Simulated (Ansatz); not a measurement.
`CCCCBr` + HCl → `ClCBr` + `CCC` at 600 K and 1 bar (substitution at a C–C bond).

Gas-phase electronic energies from Ansatz, PBE0-D4/def2-TZVP geometries. CCSD(T)/CBS adds triple-zeta CCSD(T) − MP2 to the extrapolated MP2 energy (def2 sets, frozen cores). This one scheme is used for every species. For Br outer-core shells are correlated without core-valence functions, which leaves a few kJ/mol of doubt a bond. Scalar relativity is left out up to krypton. Each species was taken in one conformer, which may not be the lowest.

| species | CCSD(T)/CBS energy (Eh) | H − E (kJ/mol) | S (J/(mol·K)) |
| --- | --- | --- | --- |
| `CCCCBr` | -2730.96075 | 386.4 | 444.6 |
| HCl | -460.38127 | 35.4 | 207.2 |
| `ClCBr` | -3072.34323 | 107.3 | 331.1 |
| `CCC` | -118.98051 | 315.9 | 335.6 |

H − E and S are ideal-gas, rigid-rotor, harmonic terms from PBE0-D4/def2-TZVP, for one conformer and one mirror image of each species. 1 Eh = 2625.50 kJ/mol, R = 8.31446 J/(mol·K).

Q: By hand: ΔE, ΔH, ΔS and ΔG.

A: ΔE = (-3072.34323) + (-118.98051) − (-2730.96075) − (-460.38127) = 0.01828 Eh = 48.0 kJ/mol. Δ(H − E) = 107.3 + 315.9 − 386.4 − 35.4 = 1.4, so ΔH = 49.4 kJ/mol. ΔS = 331.1 + 335.6 − 444.6 − 207.2 = 14.9 J/(mol·K). ΔG = 49.4 − 600 × (14.9)/1000 = 40.5 kJ/mol.

Q: By hand: the equilibrium constant, and the temperature at which ΔG would vanish if ΔH and ΔS stayed fixed.

A: log₁₀ K = −ΔG/(RT ln 10) = -3.5. ΔG = 0 at ΔH/ΔS = 3315 K, far beyond where these terms or the molecules hold.

The number of gas molecules stays the same, so ΔS is small and ΔH decides. A doubt of 5 kJ/mol in ΔE shifts log₁₀ K by 0.4 here. Other conformers and mirror images would add mixing entropy, several J/(mol·K) or more a flexible species. These are equilibria of isolated gas molecules and say nothing of rates. Largest T1 diagnostic: 0.008 (customary marks: 0.02 for closed shells, 0.045 for open ones).
